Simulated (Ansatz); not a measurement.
Program: Ansatz. Geometries: PBE0-D4/def2-TZVP. ΔE: electronic, gas phase. CCSD(T)/CBS is the MP2 limit (def2-TZVPP, def2-QZVPP) plus CCSD(T) − MP2 in def2-TZVPP, frozen cores. Functionals use def2-TZVPP. HSE06 is defined as in plane-wave codes. def2 core potentials past Kr. For I, Se, Sn outer-core shells are correlated without core-valence functions, which leaves a few kJ/mol of doubt a bond. Scalar relativity is left out up to krypton. Each species was taken in one conformer, which may not be the lowest.

Consider the ligand exchange at the Sn–I bond: `[F][Sn]([F])([F])[I]` + H₂Se → `[F][Sn]([F])([F])[SeH]` + HI.

`[F][Sn]([F])([F])[I]`:

```xyz
5

F     0.959    0.377   -1.619
Sn    0.075    0.010    0.008
F     0.944   -1.504    0.727
F     0.515    1.441    1.158
I    -2.494   -0.323   -0.275
```

H₂Se:

Cartesian coordinates in Å:
```
Se 0.196 0.538 -0.374
H 0.748 -0.799 -0.131
H -0.944 0.261 0.505
```

`[F][Sn]([F])([F])[SeH]`:

Cartesian coordinates in Å:
```
F 0.797 0.661 -1.746
Sn 0.360 0.344 0.068
F 1.969 0.556 1.040
F -0.721 1.831 0.520
Se -0.656 -1.863 0.524
H -1.747 -1.530 -0.406
```

HI:

Cartesian coordinates in Å:
```
I -0.083 0.022 0.800
H 0.083 -0.022 -0.800
```

```json
{"level": "HSE06-D4", "ΔE (kJ/mol)": "20.1", "difference from CCSD(T)/CBS": "-2.8"}
{"level": "ωB97X-V", "ΔE (kJ/mol)": "21.0", "difference from CCSD(T)/CBS": "-1.9"}
{"level": "PBE-QIDH", "ΔE (kJ/mol)": "21.0", "difference from CCSD(T)/CBS": "-1.9"}
{"level": "r2SCAN", "ΔE (kJ/mol)": "20.9", "difference from CCSD(T)/CBS": "-2.0"}
{"level": "r2SCAN0", "ΔE (kJ/mol)": "21.5", "difference from CCSD(T)/CBS": "-1.4"}
{"level": "CAM-B3LYP", "ΔE (kJ/mol)": "19.5", "difference from CCSD(T)/CBS": "-3.4"}
{"level": "RPA@PBE/def2-TZVPP", "ΔE (kJ/mol)": "16.0", "difference from CCSD(T)/CBS": "-6.9"}
{"level": "CCSD/def2-SVP", "ΔE (kJ/mol)": "21.5", "difference from CCSD(T)/CBS": "-1.4"}
{"level": "CCSD(T)/def2-SVP", "ΔE (kJ/mol)": "21.1", "difference from CCSD(T)/CBS": "-1.8"}
{"level": "SCS-MP2/def2-QZVPP", "ΔE (kJ/mol)": "23.6", "difference from CCSD(T)/CBS": "0.7"}
{"level": "CCSD(T)/CBS", "ΔE (kJ/mol)": "22.9", "difference from CCSD(T)/CBS": "0"}
```

Largest T1 diagnostic among the species: 0.013.

Leaving LDA and LC-ωPBE aside and taking each functional with its dispersion term where it has one, the values, not all of them listed here, spread over 4.7 kJ/mol, from BLYP-D4 to BHLYP-D4. From BLYP to BHLYP (50 % exact exchange), in def2-TZVPP and without D4, ΔE moves by +3.6 kJ/mol. In def2-TZVPP, CCSD(T) changes the Hartree–Fock value by −8.3 kJ/mol (the triples alone add −0.5 kJ/mol) and MP2 by −5.4 kJ/mol.
